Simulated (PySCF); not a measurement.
# `C=C[C@@H](F)[BH2-][PH3+]`, C3H9BFP

Molfile (atoms numbered from 1):
```
C3H9BFP
     RDKit          3D

 15 14  0  0  0  0  0  0  0  0999 V2000
   -2.1105   -0.3177    0.6196 C   0  0  0  0  0  0  0  0  0  0  0  0
   -1.5338   -0.0193   -0.5318 C   0  0  0  0  0  0  0  0  0  0  0  0
   -0.3156    0.8111   -0.7044 C   0  0  1  0  0  0  0  0  0  0  0  0
   -0.0229    1.4829    0.5183 F   0  0  0  0  0  0  0  0  0  0  0  0
    1.0334   -0.0925   -1.0407 B   0  0  0  0  0  0  0  0  0  0  0  0
    1.6928   -0.3076    0.7561 P   0  0  0  0  0  0  0  0  0  0  0  0
   -1.7575    0.0897    1.5532 H   0  0  0  0  0  0  0  0  0  0  0  0
   -2.9732   -0.9591    0.6743 H   0  0  0  0  0  0  0  0  0  0  0  0
   -1.9060   -0.4264   -1.4622 H   0  0  0  0  0  0  0  0  0  0  0  0
   -0.5049    1.6109   -1.4268 H   0  0  0  0  0  0  0  0  0  0  0  0
    0.8032   -1.1749   -1.4739 H   0  0  0  0  0  0  0  0  0  0  0  0
    1.8664    0.4956   -1.6524 H   0  0  0  0  0  0  0  0  0  0  0  0
    2.7014   -1.2239    1.0139 H   0  0  0  0  0  0  0  0  0  0  0  0
    0.7951   -0.7300    1.7097 H   0  0  0  0  0  0  0  0  0  0  0  0
    2.2278    0.7692    1.4252 H   0  0  0  0  0  0  0  0  0  0  0  0
  1  2  2  0
  2  3  1  0
  3  4  1  0
  3  5  1  0
  5  6  1  0
  1  7  1  0
  1  8  1  0
  2  9  1  0
  3 10  1  6
  5 11  1  0
  5 12  1  0
  6 13  1  0
  6 14  1  0
  6 15  1  0
M  CHG  2   5  -1   6   1
M  END
```

The calculation used GIAO PBE/pcSseg-0 magnetisability, rotational g tensor and spin-rotation constants, non-relativistic, gas phase in PySCF 2.14.0. Geometry: GFN2-xTB.

Question: Give the nuclear spin-rotation constants along the inertial axes (H = +C I·J) beside the isotropic shieldings.

Answer: Rotational constants 4.3258, 1.8524, 1.7912 GHz. A star marks the isotopologue with that one atom substituted, in its own axes.
| atom | isotope | Caa (kHz) | Cbb (kHz) | Ccc (kHz) | mean (kHz) | σ (ppm) |
| --- | --- | --- | --- | --- | --- | --- |
| F4 | 19F | 2.195 | 1.056 | 0.825 | 1.359 | 381.9 |
| B5 | 11B | 0.531 | 0.282 | 0.233 | 0.349 | 134.3 |
| P6 | 31P | 4.155 | 1.725 | 1.636 | 2.505 | 580.5 |
| H7 | 1H | -0.356 | -0.104 | -0.031 | -0.164 | 28.0 |
| H8 | 1H | -0.075 | -0.132 | -0.123 | -0.110 | 28.1 |
| H9 | 1H | -0.318 | -0.117 | 0.000 | -0.145 | 26.8 |
| H10 | 1H | -0.381 | 0.067 | -0.169 | -0.161 | 27.5 |
| H11 | 1H | -0.425 | -0.191 | 0.027 | -0.197 | 30.8 |
| H12 | 1H | -0.273 | -0.021 | -0.174 | -0.156 | 30.1 |
| H13 | 1H | -0.127 | -0.210 | -0.169 | -0.168 | 30.7 |
| H14 | 1H | -0.354 | -0.021 | -0.235 | -0.204 | 30.0 |
| H15 | 1H | -0.459 | -0.229 | 0.003 | -0.229 | 30.2 |
| C1 | 13C* | 1.163 | 0.481 | 0.516 | 0.720 | 81.2 |
| C2 | 13C* | 1.417 | 0.623 | 0.628 | 0.889 | 38.6 |
| C3 | 13C* | 1.196 | 0.543 | 0.370 | 0.703 | 90.6 |

For the geometry as given, no vibrational averaging.
